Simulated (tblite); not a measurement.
Species: C4H9BrGaN.
Numbering: `[CH3:1][N:2]([CH3:3])/[CH:4]=[CH:5]/[GaH:6][Br:7]` (hydrogens: H8, H9, H10 on C1; H11, H12, H13 on C3; H14 on C4; H15 on C5; H16 on Ga6)

Computed with GFN2-xTB (tblite), gas phase: L-BFGS steps from a force-field or distance-geometry start until the largest atomic force falls under 0.01 eV/Å.

Step 21: E = -581.0687 eV
```
atom  x, y, z in Å  |  force x, y, z in eV/Å
C1     -1.8150    0.3062    1.0766   -0.077   0.042   0.111
N2     -0.9278   -0.4672    0.2482    0.108  -0.175   0.125
C3     -1.4526   -0.9285   -1.0085   -0.015  -0.056  -0.044
C4      0.4636   -0.3021    0.3940    0.124   0.112  -0.020
C5      1.1665    0.6741   -0.1777    0.161   0.097  -0.081
Ga6     3.1991    0.8141   -0.0509   -0.259  -0.009  -0.109
Br7     4.6792   -0.9109   -0.2928   -0.048  -0.151   0.047
H8     -1.2577    1.0091    1.6896    0.122   0.033   0.080
H9     -2.5373    0.8800    0.4900    0.038   0.036  -0.186
H10    -2.3864   -0.3464    1.7403   -0.069  -0.114   0.102
H11    -1.9857   -0.1628   -1.5836    0.096   0.231  -0.001
H12    -0.6472   -1.3307   -1.6145    0.096  -0.005  -0.071
H13    -2.1655   -1.7317   -0.8228   -0.123  -0.164   0.048
H14     0.9721   -1.0381    1.0314   -0.120  -0.014   0.004
H15     0.6269    1.4114   -0.7705    0.044   0.018  -0.054
H16     4.0604    2.1322   -0.0012   -0.079   0.117   0.048
```

Step 22: E = -581.0811 eV
```
atom  x, y, z in Å  |  force x, y, z in eV/Å
C1     -1.8067    0.2944    1.0764   -0.104   0.069   0.124
N2     -0.9206   -0.4994    0.2625    0.073  -0.174   0.073
C3     -1.4559   -0.9301   -1.0035    0.024  -0.029  -0.103
C4      0.4712   -0.2978    0.3834   -0.021   0.172   0.049
C5      1.1532    0.6902   -0.1907    0.183   0.085  -0.107
Ga6     3.1782    0.8111   -0.0392   -0.156   0.006  -0.150
Br7     4.6639   -0.9116   -0.2762   -0.070  -0.166   0.054
H8     -1.2507    0.9976    1.6890    0.150   0.032   0.110
H9     -2.5195    0.8733    0.4818    0.061   0.022  -0.198
H10    -2.3924   -0.3470    1.7374   -0.053  -0.122   0.105
H11    -1.9749   -0.1446   -1.5727    0.110   0.138   0.097
H12    -0.6525   -1.3259   -1.6188    0.045  -0.057  -0.043
H13    -2.1801   -1.7284   -0.8243   -0.038  -0.059  -0.006
H14     1.0024   -1.0030    1.0337   -0.133  -0.113   0.016
H15     0.6148    1.4194   -0.7906    0.004   0.032  -0.078
H16     4.0623    2.1105   -0.0007   -0.075   0.166   0.058
```

Step 23: E = -581.0916 eV
```
atom  x, y, z in Å  |  force x, y, z in eV/Å
C1     -1.8022    0.2888    1.0780   -0.072   0.060   0.086
N2     -0.9140   -0.5175    0.2720   -0.010  -0.132   0.038
C3     -1.4563   -0.9316   -1.0001    0.066   0.012  -0.102
C4      0.4777   -0.2939    0.3768   -0.146   0.182   0.090
C5      1.1507    0.6988   -0.1989    0.106   0.054  -0.115
Ga6     3.1612    0.8043   -0.0353    0.013   0.014  -0.162
Br7     4.6513   -0.9188   -0.2691   -0.100  -0.137   0.062
H8     -1.2455    0.9933    1.6901    0.125  -0.004   0.100
H9     -2.5070    0.8695    0.4721    0.091  -0.008  -0.147
H10    -2.3965   -0.3486    1.7369   -0.022  -0.081   0.071
H11    -1.9625   -0.1300   -1.5652    0.103   0.030   0.168
H12    -0.6515   -1.3211   -1.6204   -0.011  -0.098  -0.013
H13    -2.1876   -1.7287   -0.8224    0.051   0.060  -0.066
H14     1.0163   -0.9848    1.0337   -0.104  -0.166   0.030
H15     0.6152    1.4260   -0.8011   -0.034   0.041  -0.100
H16     4.0433    2.1033    0.0005   -0.056   0.174   0.060
```

Step 24: E = -581.1010 eV
```
atom  x, y, z in Å  |  force x, y, z in eV/Å
C1     -1.8006    0.2867    1.0809   -0.015   0.015   0.030
N2     -0.9099   -0.5300    0.2795   -0.063  -0.058   0.018
C3     -1.4550   -0.9329   -0.9992    0.090   0.041  -0.035
C4      0.4811   -0.2879    0.3744   -0.191   0.127   0.102
C5      1.1526    0.7044   -0.2058   -0.051  -0.006  -0.095
Ga6     3.1497    0.7985   -0.0372    0.185   0.040  -0.155
Br7     4.6410   -0.9281   -0.2646   -0.128  -0.097   0.067
H8     -1.2399    0.9913    1.6931    0.065  -0.055   0.061
H9     -2.4974    0.8673    0.4621    0.115  -0.037  -0.061
H10    -2.3993   -0.3514    1.7384    0.012  -0.007   0.018
H11    -1.9515   -0.1189   -1.5581    0.087  -0.041   0.185
H12    -0.6496   -1.3195   -1.6219   -0.043  -0.111   0.010
H13    -2.1910   -1.7291   -0.8216    0.111   0.149  -0.110
H14     1.0201   -0.9775    1.0333   -0.076  -0.140   0.016
H15     0.6171    1.4309   -0.8085   -0.046   0.039  -0.107
H16     4.0252    2.1051    0.0028   -0.052   0.140   0.057
```

**Question.** Estimate the geometry and energy of step 25. (The exact step hangs on the optimiser's Hessian estimate; all steps are aligned on step 24, rigid shifts and turns removed.)

**Answer.** E = -581.1110 eV, largest force 0.308 eV/Å
```
atom  x, y, z in Å  |  force x, y, z in eV/Å
C1     -1.8001    0.2858    1.0846    0.049  -0.045  -0.031
N2     -0.9079   -0.5406    0.2866   -0.077   0.025   0.019
C3     -1.4518   -0.9335   -0.9989    0.103   0.061   0.056
C4      0.4813   -0.2799    0.3749   -0.148   0.021   0.099
C5      1.1541    0.7087   -0.2134   -0.188  -0.074  -0.054
Ga6     3.1438    0.7940   -0.0432    0.269   0.060  -0.138
Br7     4.6300   -0.9400   -0.2604   -0.143  -0.059   0.069
H8     -1.2338    0.9893    1.6976   -0.008  -0.110   0.009
H9     -2.4873    0.8653    0.4514    0.119  -0.050   0.037
H10    -2.4015   -0.3544    1.7408    0.033   0.075  -0.035
H11    -1.9395   -0.1091   -1.5486    0.056  -0.066   0.151
H12    -0.6476   -1.3207   -1.6236   -0.049  -0.105   0.031
H13    -2.1914   -1.7278   -0.8227    0.126   0.190  -0.136
H14     1.0190   -0.9757    1.0327   -0.058  -0.052  -0.023
H15     0.6189    1.4356   -0.8164   -0.046   0.023  -0.101
H16     4.0061    2.1120    0.0062   -0.039   0.104   0.049
```

The energy changes by -0.0100 eV. The first-order estimate −F·Δx gives -0.0134 eV and the mean of the old and new forces, exact on a quadratic surface, -0.0100 eV. The step makes an angle of 60° with the force vector and moves no atom by more than 0.021 Å.

The cost below is that of the whole relaxation. Time: 3.0 s wall. Hardware: one thread, AMD EPYC 7R43 (x86_64), no GPU, shared host with 256 logical CPUs at a one-minute load of 163.
